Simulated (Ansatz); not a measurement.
The cluster HfO3H2. The state is a singlet with charge 0. Geometry B3LYP-D4/def2-TZVP; atoms count from 1.

```xyz
6

Hf   -0.1236   -0.7875    0.0482
O     1.5022   -1.4725    0.0125
O    -0.1975    1.0507   -0.8943
O    -0.2734    1.3813    0.5577
H    -1.4376   -2.0813   -0.4154
H     0.5298    1.9094    0.6914
```

In the def2 sets Hf takes a core potential; there is no spin–orbit coupling. The structure holds one bond between oxygen atoms, so isomers without such links may lie far lower. No other spin state of charge 0 was run. Another isomer (singlet) lies 1.25 eV lower at PBE0-D4/def2-TZVP; other spin states weren't run for this one.

(1) Estimate the Mulliken populations from the PBE0/def2-TZVP orbitals of Ansatz.

(2) And the Mayer bond orders between bonded heavy atoms (over 0.3)?

Answers

(1) 
```
atom  charge (e)  d electrons
 Hf1        1.11         1.91
  O2       -0.58            –
  O3       -0.38            –
  O4       -0.34            –
  H5       -0.19            –
  H6        0.38            –
```
Mulliken values and Mayer orders depend strongly on the basis.

(2) Hf1–O2 2.16 (1.76 Å); Hf1–O3 0.74 (2.07 Å); Hf1–O4 0.36 (2.23 Å); O3–O4 0.84 (1.49 Å).
